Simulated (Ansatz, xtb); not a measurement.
**C5H7F3Si: which of two isomers lies lower**

We compare X, `C=C1[C@@H](F)C[C@H](F)[Si@H]1F`, a singlet, with Y, `FC(F)C1=CC[Si@H](F)C1`, a singlet. Both are isolated molecules in the gas phase, relaxed with PBE0-D3(BJ)/def2-SVP, each in the lowest conformer that the search found.

Problem. Estimate E(Y) − E(X) at the level CCSD(T)/def2-SVP + ΔMP2/def2-TZVPP.

Solution. Calculated at CCSD(T)/def2-SVP + ΔMP2/def2-TZVPP: E(Y) − E(X) = −17.7 kcal/mol, so structure Y lies lower.

How the difference moves with the method:

```
                             level              geometry  E(Y) − E(X) (kcal/mol)  departure from the last row (kcal/mol)  job, with rough time for the two
                          GFN2-xTB              GFN2-xTB                      −7.9                                    +9.8              optimisation, 0.19 s
                         HF/STO-3G              GFN2-xTB                     −15.6                                    +2.1              single point, 0.56 s
                r2SCAN-D4/def2-SVP              GFN2-xTB                     −19.1                                    −1.4               single point, 5.9 s
              PBE0-D3(BJ)/def2-SVP  PBE0-D3(BJ)/def2-SVP                     −19.2                                    −1.6                optimisation, 84 s
                       HF/def2-SVP  PBE0-D3(BJ)/def2-SVP                     −19.0                                    −1.3           part of the CCSD(T) run
                      MP2/def2-SVP  PBE0-D3(BJ)/def2-SVP                     −20.2                                    −2.5           part of the CCSD(T) run
                  CCSD(T)/def2-SVP  PBE0-D3(BJ)/def2-SVP                     −18.4                                    −0.8                      single point
CCSD(T)/def2-SVP + ΔMP2/def2-TZVPP  PBE0-D3(BJ)/def2-SVP                     −17.7                                                     single point, 4.2 min
```

As drawn, both hold the same kinds of bond in the same numbers.

The levels shown agree on the order. The largest departure from CCSD(T)/def2-SVP + ΔMP2/def2-TZVPP is that of GFN2-xTB, 9.8 kcal/mol. The last row adds to CCSD(T) the change of the MP2 difference between the two basis sets, here +0.8 kcal/mol.

With thermal terms from frequencies at re-optimised GFN2-xTB minima (ideal gas, soft modes damped towards free rotors, one conformer each, 298.15 K, 1 atm): on the last row, ΔE + ΔZPE = −17.9, ΔH = −17.9, ΔG = −18.2 kcal/mol.

The correlated steps freeze 13 core orbitals. Run with Ansatz 0.2.0, xtb 6.7.1; the last row on 4 threads of Arm Neoverse V1 on a shared host.
